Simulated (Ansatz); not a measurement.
`[F][Sb]([F])[SiH3]` + H₂ → `[F][SbH][F]` + SiH₄ at 600 K and 1 bar (hydrogenolysis of the Sb–Si bond).

Computed with Ansatz on PBE0-D4/def2-TZVP structures; ΔE is electronic, products minus reactants. CCSD(T)/CBS is the MP2 limit (def2-TZVPP, def2-QZVPP) plus CCSD(T) − MP2 in def2-TZVPP, frozen cores. This one scheme is used for every species. Elements past krypton have def2 core potentials. For Sb outer-core shells are correlated without core-valence functions, which leaves a few kJ/mol of doubt a bond.

```json
{"species": "`[F][Sb]([F])[SiH3]`", "CCSD(T)/CBS energy (Eh)": "-730.53304", "H − E (kJ/mol)": "128.8", "S (J/(mol·K))": "435.4"}
{"species": "H₂", "CCSD(T)/CBS energy (Eh)": "-1.17544", "H − E (kJ/mol)": "43.9", "S (J/(mol·K))": "150.8"}
{"species": "`[F][SbH][F]`", "CCSD(T)/CBS energy (Eh)": "-440.24478", "H − E (kJ/mol)": "60.6", "S (J/(mol·K))": "334.9"}
{"species": "SiH₄", "CCSD(T)/CBS energy (Eh)": "-291.46306", "H − E (kJ/mol)": "108.7", "S (J/(mol·K))": "242.3"}
```

H − E and S are ideal-gas, rigid-rotor, harmonic terms from PBE0-D4/def2-TZVP. The MP2-based limit puts H₂ 0.8 mEh under its directly extrapolated value; such offsets cancel only in part. 1 Eh = 2625.50 kJ/mol, R = 8.31446 J/(mol·K).

Q: By hand: ΔE, ΔH, ΔS and ΔG.

A: ΔE = (-440.24478) + (-291.46306) − (-730.53304) − (-1.17544) = 0.00064 Eh = 1.7 kJ/mol. Δ(H − E) = 60.6 + 108.7 − 128.8 − 43.9 = -3.4, so ΔH = -1.7 kJ/mol. ΔS = 334.9 + 242.3 − 435.4 − 150.8 = -9.0 J/(mol·K). ΔG = -1.7 − 600 × (-9.0)/1000 = 3.7 kJ/mol.

Q: By hand: the equilibrium constant, and the temperature at which ΔG would vanish if ΔH and ΔS stayed fixed.

A: log₁₀ K = −ΔG/(RT ln 10) = -0.3. ΔG = 0 at ΔH/ΔS = 189 K, though so small a ΔH makes that figure unsure.

TΔS isn't small against ΔH here. The sign of ΔG lies within the doubt. A doubt of 5 kJ/mol in ΔE shifts log₁₀ K by 0.4 here. These are equilibria of isolated gas molecules and say nothing of rates. Largest T1 diagnostic: 0.015 (customary marks: 0.02 for closed shells, 0.045 for open ones).
